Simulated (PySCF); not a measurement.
PySCF input:

```python
from pyscf import gto, scf, dft

mol = gto.M(
    atom='''
    N    -0.00000000   -0.00000000   -0.55206952
    N     0.00000000    0.00000000    0.55206952
    ''',
    basis='def2-tzvpd',
    charge=1,
    spin=1,
    symmetry='D2h',
    verbose=4,
)

mf = dft.UKS(mol, xc='pw6b95').density_fit(auxbasis='def2-universal-jkfit')
mf.grids.level = 3
mf.conv_tol = 1e-9
mf.max_cycle = 100
mf.max_memory = 1500
mf.kernel()
if not mf.converged:
    mf = mf.newton()
    mf.kernel(mf.make_rdm1())
mf.analyze()
```

### Question
What final total energy does it print?

### Answer
-109.12206 Eh (PW6B95/def2-TZVPD).
